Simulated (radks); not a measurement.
Values are calculated unless marked as measured or tabulated.
Sc IV, 18 electrons, occupied as [Ar] (the NIST ground configuration). Level of theory: non-relativistic Kohn-Sham, Tao-Mo meta-GGA, spin-polarised, spherical densities, point nucleus; meta-GGA in the generalised Kohn-Sham scheme (a radial shooting solver on a logarithmic mesh with Libxc functionals).

Normalised radial functions P(r) = r R(r), r in bohr:

```
   r/bohr * 2s, o 3p (the largest magnitude, 1.78, reaches the edge; | marks zero, & curves that meet)
 0.003883                             o  *
 0.004378                             o  *
 0.004936                             o   *
 0.005566                             o   *
 0.006275                             o    *
 0.007075                             o    *
 0.007978                             o     *
 0.008995                             o     *
  0.01022                             o      *
  0.01153                             o      *
    0.013                             o       *
  0.01465                             o        *
  0.01652                             o         *
  0.01863                             o         *
    0.021                             |o         *
  0.02368                             |o          *
  0.02691                             |o          *
  0.03035                             |o           *
  0.03421                             |o           *
  0.03858                             | o          *
  0.04349                             | o          *
  0.04904                             | o         *
  0.05529                             |  o       *
  0.06234                             |  o      *
  0.07085                             |   o   *
  0.07989                             |   o *
  0.09007                             |  * o
   0.1016                             *     o
   0.1145                         *   |     o
   0.1291                     *       |      o
   0.1456                 *           |      o
   0.1641             *               |       o
   0.1865         *                   |       o
   0.2103     *                       |       o
   0.2371   *                         |      o
   0.2674  *                          |     o
   0.3015  *                          |    o
   0.3399   *                         |  o
   0.3832     *                       |o
   0.4321        *                  o |
   0.4911            *           o    |
   0.5537                *    o       |
   0.6243                  o*         |
   0.7039                o     *      |
   0.7936               o         *   |
   0.8948              o           *  |
    1.009              o             *|
    1.138              o             *|
    1.293                o            *
    1.458                  o          *
    1.644                    o        *
    1.853                      o      *
    2.089                        o    *
    2.356                          o  *
    2.656                           o *
    2.995                            o*
    3.404                            o*
    3.838                             &
    4.327                             &
    4.879                             &
```

2s: eigenvalue -505.31 eV, 1 radial node at r = 0.100 bohr, <r> = 0.345 bohr, 90 % of the charge inside 0.536 bohr. 3p: eigenvalue -64.686 eV, 1 radial node at r = 0.394 bohr, <r> = 1.13 bohr, 90 % of the charge inside 1.72 bohr.
